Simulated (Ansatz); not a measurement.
Gas-phase electronic energies from Ansatz, PBE0-D4/def2-TZVP geometries. CCSD(T)/CBS is the MP2 limit (def2-TZVPP, def2-QZVPP) plus CCSD(T) − MP2 in def2-TZVPP, frozen cores. Elements past krypton have def2 core potentials. For Sn outer-core shells are correlated without core-valence functions, which leaves a few kJ/mol of doubt a bond. One conformer a species, not always the lowest.

`[Cl][SnH]([Cl])[Cl]` + `N[SiH]([SiH3])BF` → `[SiH3][SnH]([Cl])[Cl]` + `N[SiH](Cl)BF`  (redistribution)

```
                species  CCSD(T)/CBS(def2) energy (Eh)
  `[Cl][SnH]([Cl])[Cl]`                    -1594.09169
     `N[SiH]([SiH3])BF`                     -761.71117
`[SiH3][SnH]([Cl])[Cl]`                    -1425.15460
         `N[SiH](Cl)BF`                     -930.67315
```

Question: Work out ΔE.

Answer: ΔE = (-1425.15460) + (-930.67315) − (-1594.09169) − (-761.71117) = -0.02489 Eh = -65.3 kJ/mol.

Largest T1 diagnostic among the species: 0.014.
